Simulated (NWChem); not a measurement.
System: BNH₂BrF; SMILES NB(F)Br

NWChem input:

```
start job
memory heap 200 mb stack 900 mb global 1100 mb
geometry units angstroms noautoz
  B     -0.010024     0.932100     0.000000
  F     -1.174479     1.569342     0.000000
  Br    -0.024257    -0.998855     0.000000
  N      1.188098     1.634255     0.000000
  H      2.091026     1.182530     0.000000
  H      1.210571     2.646173     0.000000
end
basis spherical
  B library 6-31g*
  F library 6-31g*
  Br library 6-31g*
  N library 6-31g*
  H library 6-31g*
end
dft
  xc mn15
  iterations 150
  mulliken
end
task dft energy
```

Coordinates come from a PBE0/def2-SVP optimisation.

### Question
What results follow from this input? (MN15/6-31G* (spherical d).) Quantities: energy (Ha); highest occupied level (eV); orbital gap (eV); dipole (D).

### Answer
```
Item                            Value
---------------------------  --------
energy (Ha)                  -2754.79
highest occupied level (eV)     -8.75
orbital gap (eV)                10.50
dipole (D)                       3.16
```
